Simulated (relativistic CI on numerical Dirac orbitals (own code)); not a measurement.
## Re⁶⁺: 4f photoemission

Computed with this model: Dirac-Coulomb-Breit CI, separate exchange-only KLI orbitals for each configuration, model QED (radiative potential, 1s self-energy scaled to tabulated hydrogen-like ionisation energies), valence Slater integrals scaled by 0.9, multiplet model of photoemission in the sudden approximation; configurations [Xe] 4f14 5d → [Xe] 4f13 5d; 300 K; Lorentzian 0.25 eV and Gaussian 0.5 eV FWHM. Energies are those of the free ion, without screening or charge transfer. The energies are binding energies and can lie tens of eV above those of solids. S is read from ⟨S²⟩ = S(S + 1).

Field parameters in Wybourne normalisation: D3d B²₀ = −7Dσ, B⁴₀ = −14Dq − 21Dτ, B⁴₃ = −14√(10/7) Dq. The field is a parameter set, without covalency.

Computed curve for D3d, 10Dq = 26950, Dσ = 160, Dτ = 300 cm⁻¹, scaled to 100 at the maximum (points under 2 are left out and the grid is thinned):

```
Energy (eV)  Intensity
      128.5        2.1
      128.6        2.4
      128.7        2.7
      128.9        3.9
      129.0        5.0
      129.1        6.7
      129.2        9.6
      129.4       20.4
      129.5       28.0
      129.6       35.3
      129.7       40.4
      129.9       44.2
      130.0       47.6
      130.1       55.7
      130.2       68.4
      130.4       94.3
      130.5      100.0
      130.6       99.8
      130.7       95.8
      130.9       84.1
      131.0       77.1
      131.1       68.4
      131.2       57.9
      131.3       46.7
      131.5       29.6
      131.6       25.7
      131.7       24.2
      131.8       23.9
      132.0       23.8
      132.1       24.2
      132.2       26.1
      132.3       30.4
      132.5       47.2
      132.6       57.7
      132.7       66.8
      132.8       72.7
      133.0       72.9
      133.1       68.3
      133.2       62.2
      133.3       56.5
      133.4       52.1
      133.6       46.7
      133.7       43.0
      133.8       37.4
      133.9       30.8
      134.1       19.9
      134.2       16.5
      134.3       13.9
      134.4       11.6
      134.6        7.6
      134.7        6.0
      134.8        4.9
      134.9        4.3
      135.1        4.1
      135.2        4.3
      135.3        4.5
      135.4        4.5
      135.6        3.5
      135.7        2.8
      135.8        2.2
```

The ground state has S = 0.50, and the centroid lies at 131.71 eV.
